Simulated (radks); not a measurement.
Results of a calculation; reference values are marked as such.
Coulomb parameter of the 4d shell of the molybdenum ion Mo+ in the model configuration [Kr] 4d3.5 5s1.5, as a second difference U = [E(n + 0.25) + E(n - 0.25) - 2 E(n)] / (0.25)^2 with all orbitals relaxed. "Bare": the charge of the atom changes with n. "Screened": the 5s shell takes up the change at fixed total charge, which measures U(4d,4d) + U(5s,5s) - 2 U(4d,5s). Code: a radial shooting solver on a logarithmic mesh with Libxc functionals. Model: scalar-relativistic Kohn-Sham, BLYP, spin-unpolarised, spherical densities, finite nucleus; Fermi nuclear charge, rms radius 4.4091 fm.

case	configuration	E - E(n) (eV)
start	[Kr] 4d3.5 5s1.5	0.000
bare +0.25	[Kr] 4d3.75 5s1.5	-3.150
bare -0.25	[Kr] 4d3.25 5s1.5	3.800
screened +0.25	[Kr] 4d3.75 5s1.25	-0.540
screened -0.25	[Kr] 4d3.25 5s1.75	0.631

U(bare) = 10.406 eV, U(screened by 5s) = 1.462 eV, against the Slater integral F0(4d,4d) = 14.111 eV with frozen orbitals.
